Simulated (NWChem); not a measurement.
Program: NWChem. System: BeO, charge 0, spin multiplicity 1, at a geometry optimised with PBE/def2-SVP. The structure started from a generated list of species. Level: B3LYP/6-31G* (spherical d), VWN1-RPA local correlation.

Input file:

```
start mol
memory heap 200 mb stack 900 mb global 1100 mb
geometry units angstroms nocenter noautoz
  Be     0.000000     0.000000     0.906253
  O      0.000000     0.000000    -0.453126
  symmetry group C2v
end
basis spherical
  * library 6-31g*
end
dft
  xc b3lyp
  semidirect memsize 60000000 filesize 0
  iterations 100
end
property
  dipole
  response 1 0.0428
end
task dft property
```

Part of the output:

```
             Northwest Computational Chemistry Package (NWChem) 7.3.0
             --------------------------------------------------------

                                NWChem Input Module
                                -------------------

 Scaling coordinates for geometry "geometry" by  1.889725989
 (inverse scale =  0.529177249)

 Turning off AUTOSYM since
 SYMMETRY directive was detected!

                             Geometry "geometry" -> ""
                             -------------------------

 Output coordinates in angstroms (scale by  1.889725989 to convert to a.u.)

  No.       Tag          Charge          X              Y              Z
 ---- ---------------- ---------- -------------- -------------- --------------
    1 Be                   4.0000     0.00000000     0.00000000     0.90625300
    2 O                    8.0000     0.00000000     0.00000000    -0.45312600

 Effective nuclear repulsion energy (a.u.)      12.4569174366

            Nuclear Dipole moment (a.u.)
            ----------------------------
        X                 Y               Z
 ---------------- ---------------- ----------------
     0.0000000000     0.0000000000     0.0000075589

      Symmetry information
      --------------------

 Group name             C2v
 Group number             16
 Group order               4
 No. of unique centers     2

      Symmetry unique atoms

     1    2


 Summary of "ao basis" -> "" (spherical)
 ------------------------------------------------------------------------------
       Tag                 Description            Shells   Functions and Types
 ---------------- ------------------------------  ------  ---------------------
 *                           6-31g*                   on all atoms

                              NWChem Property Module
                              ----------------------

                                 NWChem DFT Module
                                 -----------------

 Summary of "ao basis" -> "ao basis" (spherical)
 ------------------------------------------------------------------------------
       Tag                 Description            Shells   Functions and Types
 ---------------- ------------------------------  ------  ---------------------
 Be                          6-31g*                  6       14   3s2p1d
 O                           6-31g*                  6       14   3s2p1d

 Summary of "ao basis" -> "ao basis" (spherical)
 ------------------------------------------------------------------------------
       Tag                 Description            Shells   Functions and Types
 ---------------- ------------------------------  ------  ---------------------
 Be                          6-31g*                  6       14   3s2p1d
 O                           6-31g*                  6       14   3s2p1d

            General Information
            -------------------
          SCF calculation type: DFT
          Wavefunction type:  closed shell.
          No. of atoms     :     2
          No. of electrons :    12
           Alpha electrons :     6
            Beta electrons :     6
          Charge           :     0
          Spin multiplicity:     1
          Use of symmetry is: off; symmetry adaption is: off
          Maximum number of iterations: 100
          AO basis - number of functions:    28
                     number of shells:    12
          Convergence on energy requested:  1.00D-06
          Convergence on density requested:  1.00D-05
          Convergence on gradient requested:  5.00D-04

              XC Information
              --------------
                         B3LYP Method XC Potential
                     Hartree-Fock (Exact) Exchange  0.200
                        Slater Exchange Functional  0.800 local
                    Becke 1988 Exchange Functional  0.720 non-local
              Lee-Yang-Parr Correlation Functional  0.810
                  VWN I RPA Correlation Functional  0.190 local

             Grid Information
             ----------------
          Grid used for XC integration:  medium
          Radial quadrature: Mura-Knowles
          Angular quadrature: Lebedev.
          Tag              B.-S. Rad. Rad. Pts. Rad. Cut. Ang. Pts.
          ---              ---------- --------- --------- ---------
          Be                  1.05       49           6.0       434
          O                   0.60       49           6.0       434
          Grid pruning is: on
          Number of quadrature shells:    98
          Spatial weights used:  Erf1

          Convergence Information
          -----------------------
          Convergence aids based upon iterative change in
          total energy or number of iterations.
          Levelshifting, if invoked, occurs when the
          HOMO/LUMO gap drops below (HL_TOL):  1.00D-02
          DIIS, if invoked, will attempt to extrapolate
          using up to (NFOCK): 10 stored Fock matrices.

                    Damping( 0%)  Levelshifting(0.5)       DIIS
                  --------------- ------------------- ---------------
          dE  on:    start            ASAP                start
          dE off:    2 iters        100 iters           100 iters

      Screening Tolerance Information
      -------------------------------
          Density screening/tol_rho:  1.00D-10
          AO Gaussian exp screening on grid/accAOfunc:  14
          CD Gaussian exp screening on grid/accCDfunc:  20
          XC Gaussian exp screening on grid/accXCfunc:  20
          Schwarz screening/accCoul:  1.00D-08

      Superposition of Atomic Density Guess
[...]
               -----      ----    ------     -----      ----
     calls:        1         0         0         0         0
   data(b): 5.24e+05  0.00e+00  0.00e+00  0.00e+00
   time(s): 0.00e+00  0.00e+00  0.00e+00  0.00e+00  0.00e+00
rate(mb/s): 0.00e+00  0.00e+00
------------------------------------------------------------

   convergence    iter        energy       DeltaE   RMS-Dens  Diis-err    time
 ---------------- ----- ----------------- --------- --------- ---------  ------
 d= 0,ls=0.0,diis     1    -89.6852236925 -1.02D+02  9.94D-02  1.33D+00     0.2
 d= 0,ls=0.0,diis     2    -84.9852706088  4.70D+00  8.93D-02  2.32D+01     0.2
 d= 0,ls=0.0,diis     3    -89.8875117756 -4.90D+00  6.61D-03  4.24D-02     0.3
 d= 0,ls=0.0,diis     4    -89.8974457977 -9.93D-03  7.18D-04  1.09D-03     0.3
 d= 0,ls=0.0,diis     5    -89.8975807210 -1.35D-04  1.97D-04  2.21D-05     0.3
  Resetting Diis
 d= 0,ls=0.0,diis     6    -89.8975849275 -4.21D-06  6.30D-05  5.62D-06     0.4
 d= 0,ls=0.0,diis     7    -89.8975852892 -3.62D-07  1.39D-04  4.18D-06     0.4
 d= 0,ls=0.0,diis     8    -89.8975799070  5.38D-06  1.10D-04  5.27D-05     0.4
 d= 0,ls=0.0,diis     9    -89.8975858019 -5.89D-06  6.12D-06  6.80D-09     0.5
 d= 0,ls=0.0,diis    10    -89.8975858048 -2.92D-09  2.75D-06  3.85D-09     0.5

         Total DFT energy =      -89.897585804832
      One electron energy =     -148.476301429653
           Coulomb energy =       57.561450940468
    Exchange-Corr. energy =      -11.439652752203
 Nuclear repulsion energy =       12.456917436558

 Numeric. integr. density =       12.000000466394

     Total iterative time =      0.4s

                       DFT Final Molecular Orbital Analysis
                       ------------------------------------

 Vector    4  Occ=2.000000D+00  E=-2.916081D-01
              MO Center=  4.5D-12,  1.8D-10, -3.6D-01, r^2= 9.6D-01
   Bfn.  Coefficient  Atom+Function         Bfn.  Coefficient  Atom+Function
  ----- ------------  ---------------      ----- ------------  ---------------
    19      0.574453  2 O  pz                20     -0.313355  2 O  s
    23      0.294455  2 O  pz                 2      0.269790  1 Be s
     5     -0.229460  1 Be pz                 6      0.143143  1 Be s
     1     -0.142239  1 Be s                  9      0.118488  1 Be pz
    16     -0.113667  2 O  s                 15      0.053415  2 O  s

 Vector    5  Occ=2.000000D+00  E=-2.533510D-01
              MO Center= -1.0D-09,  1.1D-09, -1.8D-01, r^2= 1.1D+00
   Bfn.  Coefficient  Atom+Function         Bfn.  Coefficient  Atom+Function
  ----- ------------  ---------------      ----- ------------  ---------------
    18     -0.402141  2 O  py                17      0.396972  2 O  px
    22     -0.265163  2 O  py                21      0.261755  2 O  px
     4     -0.179435  1 Be py                 3      0.177129  1 Be px
     8     -0.106817  1 Be py                 7      0.105444  1 Be px

 Vector    6  Occ=2.000000D+00  E=-2.533510D-01
              MO Center= -2.2D-10, -2.5D-10, -1.8D-01, r^2= 1.1D+00
   Bfn.  Coefficient  Atom+Function         Bfn.  Coefficient  Atom+Function
  ----- ------------  ---------------      ----- ------------  ---------------
    17      0.402141  2 O  px                18      0.396972  2 O  py
    21      0.265163  2 O  px                22      0.261755  2 O  py
     3      0.179435  1 Be px                 4      0.177129  1 Be py
     7      0.106817  1 Be px                 8      0.105444  1 Be py

 Vector    7  Occ=0.000000D+00  E=-1.540435D-01
              MO Center=  1.6D-09, -1.5D-09,  1.5D+00, r^2= 2.0D+00
   Bfn.  Coefficient  Atom+Function         Bfn.  Coefficient  Atom+Function
  ----- ------------  ---------------      ----- ------------  ---------------
     6      0.698762  1 Be s                  5      0.392116  1 Be pz
     9      0.231601  1 Be pz                19     -0.197781  2 O  pz
     1     -0.155735  1 Be s                  2      0.117047  1 Be s
    23     -0.106082  2 O  pz                20      0.051367  2 O  s
    16     -0.032615  2 O  s

 Vector    8  Occ=0.000000D+00  E= 2.539278D-02
              MO Center=  2.1D-10, -2.2D-10,  8.3D-01, r^2= 3.1D+00
   Bfn.  Coefficient  Atom+Function         Bfn.  Coefficient  Atom+Function
  ----- ------------  ---------------      ----- ------------  ---------------
     7      0.512844  1 Be px                 8     -0.511171  1 Be py
    21     -0.269418  2 O  px                22      0.268539  2 O  py
     3      0.261279  1 Be px                 4     -0.260427  1 Be py
    17     -0.233746  2 O  px                18      0.232984  2 O  py
    11     -0.039468  1 Be d -1              13     -0.039597  1 Be d  1

 Vector    9  Occ=0.000000D+00  E= 2.539278D-02
              MO Center= -7.1D-10, -7.8D-10,  8.3D-01, r^2= 3.1D+00
   Bfn.  Coefficient  Atom+Function         Bfn.  Coefficient  Atom+Function
  ----- ------------  ---------------      ----- ------------  ---------------
     7      0.511171  1 Be px                 8      0.512844  1 Be py
    21     -0.268539  2 O  px                22     -0.269418  2 O  py
     3      0.260427  1 Be px                 4      0.261279  1 Be py
    17     -0.232984  2 O  px                18     -0.233746  2 O  py
    11      0.039597  1 Be d -1              13     -0.039468  1 Be d  1

 center of mass
 --------------
 x =   0.00000000 y =   0.00000000 z =   0.06949239

 moments of inertia (a.u.)
 ------------------
          38.038841837114           0.000000000000           0.000000000000
           0.000000000000          38.038841837114           0.000000000000
           0.000000000000           0.000000000000           0.000000000000

     Multipole analysis of the density
     ---------------------------------

     L   x y z        total         alpha         beta         nuclear
     -   - - -        -----         -----         ----         -------
     0   0 0 0     -0.000000     -6.000000     -6.000000     12.000000

     1   1 0 0      0.000000      0.000000      0.000000      0.000000
     1   0 1 0     -0.000000     -0.000000     -0.000000      0.000000
     1   0 0 1      2.204841      1.102417      1.102417      0.000008

     2   2 0 0     -7.672554     -3.836277     -3.836277      0.000000
     2   1 1 0     -0.000000     -0.000000     -0.000000      0.000000
     2   1 0 1      0.000000      0.000000      0.000000      0.000000
     2   0 2 0     -7.672554     -3.836277     -3.836277      0.000000
     2   0 1 1     -0.000000     -0.000000     -0.000000      0.000000
     2   0 0 2     -2.914032    -10.255696    -10.255696     17.597360

 *** CALLING NEW AORESP DRIVER FOR CLOSED AND OPEN SHELLS ***
 Entering AOResponse driver routine

--------------------------------------------------------------------------------

          ****************
          *** RESPONSE ***
          ****************

 Response module for NWChem and dynamic CPKS solver

          -----------------------------------------------
          Solving response equations for perturbing field
          -----------------------------------------------

 number of frequencies:     1
 frequency in a.u.:  0.4280000E-01
 Perturbing field: electric
 Using El. Dipole Length Gauge

 Setting up CPKS with frequency omega =      0.04280000 a.u.

                            NWChem Dynamic CPHF Module
                            --------------------------

    scftype = RHF
    nclosed =    6
      nopen =    0
  variables =      264
  num. vecs =        3
  tolerance =   1.0D-04
  max. iter =   50

  int2e_file: Failed to allocate cache ... halving
 SCF residual:    1.7672104302095779E-005

Iterative solution of linear equations
  No. of variables      264
  No. of equations        3
  Maximum subspace       30
       Convergence  1.0D-04

 ga_lkain filestub:cphf_sol
 ga_lkain filesoln:./mol.cphf_sol

   iter   nsub   residual    time
   ----  ------  --------  ---------
     1      3    1.35D+01       1.1
     2      6    4.10D+00       1.5
     3      9    3.54D+00       2.0
     4     12    7.25D-01       2.3
     5     15    3.87D-02       2.8
     6     18    2.75D-03       3.3
     7     21    2.46D-04       3.6
     8     24    3.27D-05       4.0

 Electric Dipole Response Matrix (nonzero elements):

              1        2        3
    1   79.6801   0.0000  -0.0000
    2    0.0000  79.6801   0.0000
    3   -0.0000   0.0000  25.9887

 ------------------------------------------
 average:        61.78296 + I       0.00000

 DFT Linear Response polarizability / au
 Frequency  =       0.0428000 / au
 Wavelength =    1064.5643224 / nm
              X              Y              Z
 -----------------------------------------------
 X      79.6801039      0.0000001     -0.0000004
 Y       0.0000001     79.6801039      0.0000003
 Z      -0.0000004      0.0000003     25.9886780
 -----------------------------------------------
 Eigenvalues =      79.6801038     79.6801040     25.9886780
 Isotropic   =      61.7829619
 Anisotropic =      53.6914259
 -----------------------------------------------

 Magnetic Dipole Response Matrix (nonzero elements):
 Optical rotation tensor Beta

              1        2        3
    1    0.0000-225.4894  -0.0000
    2  225.4894  -0.0000  -0.0000
    3    0.0000   0.0000   0.0000

 ------------------------------------------
 average:        -0.00000 + I       0.00000

 Exiting AOResponse driver routine

          -------------
          Dipole Moment
          -------------

 Center of charge (in au) is the expansion point
         X =       0.0000000 Y =       0.0000000 Z =       0.0000006

   Dipole moment        2.2048405952 A.U.
             DMX        0.0000000050 DMXEFC        0.0000000000
             DMY       -0.0000000041 DMYEFC        0.0000000000
             DMZ        2.2048405952 DMZEFC        0.0000000000
   -EFC- dipole         0.0000000000 A.U.
   Total dipole         2.2048405952 A.U.

   Dipole moment        5.6041881549 Debye(s)
             DMX        0.0000000126 DMXEFC        0.0000000000
             DMY       -0.0000000105 DMYEFC        0.0000000000
             DMZ        5.6041881549 DMZEFC        0.0000000000
   -EFC- dipole         0.0000000000 DEBYE(S)
   Total dipole         5.6041881549 DEBYE(S)

 1 a.u. = 2.541766 Debyes

 Task  times  cpu:        4.0s     wall:        4.0s

 Total times  cpu:        4.1s     wall:        4.1s
```
